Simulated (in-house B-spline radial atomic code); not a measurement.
# Ionising neutral ruthenium with different functionals

Computed with a B-spline radial code for spherical atoms: non-relativistic Hamiltonian, point nucleus, spin-polarised at highest spin, spherical fractional occupations for the functionals, and exact exchange of hybrids averaged over the configuration. The ionisation energy is the difference of two self-consistent energies, [Kr] 4d7 5s1 → [Kr] 4d7, without Breit or QED terms; ε is the level of the shell that loses the electron (its least bound occupied spin orbital). There is no spin-orbit coupling in this Hamiltonian.

```tsv
method	rung	ΔSCF (eV)	-ε(5s) (eV)
PBE0	global hybrid	7.01	4.92
B3LYP	global hybrid	7.15	4.81
TPSSh	global hybrid	7.00	4.54
M06-2X	global hybrid	6.84	5.41
BHandHLYP	global hybrid	6.71	5.30
r2SCAN0	global hybrid	6.99	5.16
B97-1	global hybrid	6.79	4.58
HSE06	range-separated hybrid	7.06	4.59
wB97X	range-separated hybrid	6.52	6.38
CAM-B3LYP	range-separated hybrid	6.97	5.85
LC-wPBE	range-separated hybrid	6.65	6.72
```

Task: Among the functionals, which spreads more, the ΔSCF values or the orbital energies?

Result: The orbital energies: ΔSCF values span about 0.63 eV and the orbital energies 2.18 eV.

Task: How do they compare with the NIST value?

Result: NIST lists 7.361 eV (measured, ground level to ground level). Errors run from -0.84 to -0.21 eV; B3LYP is closest (-0.21 eV), but part of that can be cancellation, since the calculations leave out relativity, Breit-QED terms, multiplet and fine-structure energies.
